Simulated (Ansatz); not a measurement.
Consider the formal exchange of groups at the Al–C bond: `C=[C](C)[AlH2]` + `[CH3][AlH][SiH2]C` → `[CH3][AlH][SiH2][AlH2]` + isobutene.

Program: Ansatz. Geometries: PBE0-D4/def2-TZVP. ΔE: electronic, gas phase. CCSD(T)/CBS is the MP2 limit (def2-TZVPP, def2-QZVPP) plus CCSD(T) − MP2 in def2-TZVPP, frozen cores. This one scheme is used for every species. Functionals use def2-TZVPP. B3LYP here is the variant with VWN-RPA as its local correlation; programs differ in this. Each species was taken in one conformer, which may not be the lowest.

`C=[C](C)[AlH2]`:

Z-matrix (Å, degrees):
```
C
C 1 1.501
H 1 1.095 2 111.2
H 1 1.095 2 111.3 3 117.9
H 1 1.095 2 112.0 3 -121.0
Al 2 1.947 1 124.4 3 -59.2
C 2 1.338 1 120.8 3 120.9
H 6 1.588 2 117.3 1 179.8
H 6 1.590 2 121.7 1 -0.2
H 7 1.087 2 122.1 1 -180.0
H 7 1.091 2 122.2 1 0.0
```

`[CH3][AlH][SiH2]C`:

Cartesian coordinates in Å:
```
C 0.195 0.336 -2.348
Al -0.909 0.964 -0.860
Si -0.560 0.178 1.447
C 0.839 -1.073 1.631
H 0.675 1.182 -2.854
H 0.976 -0.366 -2.050
H -0.429 -0.155 -3.104
H -2.067 2.016 -1.172
H -1.823 -0.431 1.971
H -0.284 1.345 2.341
H 1.788 -0.645 1.300
H 0.646 -1.963 1.027
H 0.952 -1.386 2.671
```

`[CH3][AlH][SiH2][AlH2]`:

```xyz
12

C    -0.478    1.971    1.396
Al   -1.006    0.151    0.923
Si    0.612   -1.443    0.008
Al    0.783   -1.217   -2.414
H     0.590    2.160    1.274
H    -0.745    2.191    2.435
H    -1.023    2.695    0.779
H    -2.532   -0.283    1.059
H     0.225   -2.842    0.362
H     1.955   -1.173    0.609
H     1.724   -0.101   -3.045
H    -0.104   -2.110   -3.386
```

`C=C(C)C`:

Cartesian coordinates in Å:
```
C -0.157 1.490 0.375
C -0.022 0.208 0.052
C 0.856 -0.721 0.829
C -0.738 -0.400 -1.112
H -0.797 2.153 -0.196
H 0.368 1.918 1.223
H 0.277 -1.562 1.226
H 1.344 -0.216 1.663
H 1.630 -1.153 0.186
H -1.383 -1.222 -0.784
H -1.353 0.332 -1.636
H -0.026 -0.828 -1.825
```

```
             level  ΔE (kcal/mol)  difference from CCSD(T)/CBS
         r2SCAN-D4           -1.5                         -1.4
          B3LYP-D4            0.3                          0.4
           ωB97X-V            0.0                          0.1
            B2PLYP            0.7                          0.8
               PBE           -3.2                         -3.1
            r2SCAN           -1.5                         -1.4
              PBE0           -2.8                         -2.7
             B3LYP            0.0                          0.1
     HF/def2-TZVPP            1.3                          1.4
    MP2/def2-TZVPP            1.4                          1.5
SCS-MP2/def2-TZVPP            1.6                          1.7
   CCSD/def2-TZVPP           -0.2                         -0.1
     HF/def2-QZVPP            1.5                          1.6
    MP2/def2-QZVPP            1.6                          1.7
     MP2/CBS(def2)            1.7                          1.8
    CCSD/CBS(def2)            0.1                          0.2
       CCSD(T)/CBS           -0.1                            0
```

Largest T1 diagnostic among the species: 0.013.
